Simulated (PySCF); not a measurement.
Molecule: B(All)(H)(OH), SMILES C=CCBO. Atoms near the plane z = 0.0 Å, at the PBE0/def2-SVP optimised geometry (x, y, z in Å): B1 (0.5, -0.6, 0.0), C2 (-0.4, 0.8, 0.0), C3 (-1.5, 0.7, 1.0), H5 (-0.9, 0.8, -1.0), H6 (0.2, 1.7, 0.1), H7 (-2.2, -0.1, 0.9), H10 (0.0, -1.7, 0.0), O11 (1.8, -0.6, 0.0), H12 (2.2, 0.3, 0.0).

Method: PBE0/def2-TZVP run with PySCF. Cells within 0.4 Å of a nucleus heavier than hydrogen are left out (blank, or x). The values are rescaled to run from 0 to 1.

```
|33333333333333333333333333333|
|33333333333333333333333333333|
|33332222333333333344444433333|
|33222222223333334444444444333|
|32222222223333444444444444433|
|32222222222334444444444444443|
|32222222222334666554444444444|
|22222222223347999655555544444|
|32222222233469999865565554444|
|32222222346999999966777655444|
|33222233579999999767999765544|
|333223357999xx999779999975544|
|333333458999xx999899999986544|
|33333345799999999999999975443|
|33333455678999999999999964433|
|333344555557999xx99xx99743333|
|333344454445999xx99xx99422233|
|33333444433479999999997112222|
|33333333333379999999961011222|
|33333333333499999754200011222|
|33333333333389996321100011222|
|33333333322359973221111111222|
|33333333322234432211111112222|
|33333333322222222221111222222|
|33333333322222222222222222222|
|33333333322222222222222222222|
|33333333322222222222222222222|
|33333333332222222222222222222|
|33333333332222222222222222222|
```
Scale: ten equal steps from 0.000 (start of '0') to 1.00 (end of '9'), in the order '0123456789'; x runs from -4.50 to 4.50, y from -4.50 (bottom) to 4.50 (top).

**Question.** Which quantity is mapped?
(A) electrostatic potential
(B) Laplacian of the electron density
(C) electron localisation function
(D) an orbital amplitude

**Answer.** A, electrostatic potential. In full: electrostatic potential (hartree/e), clipped to [-0.08, 0.12].
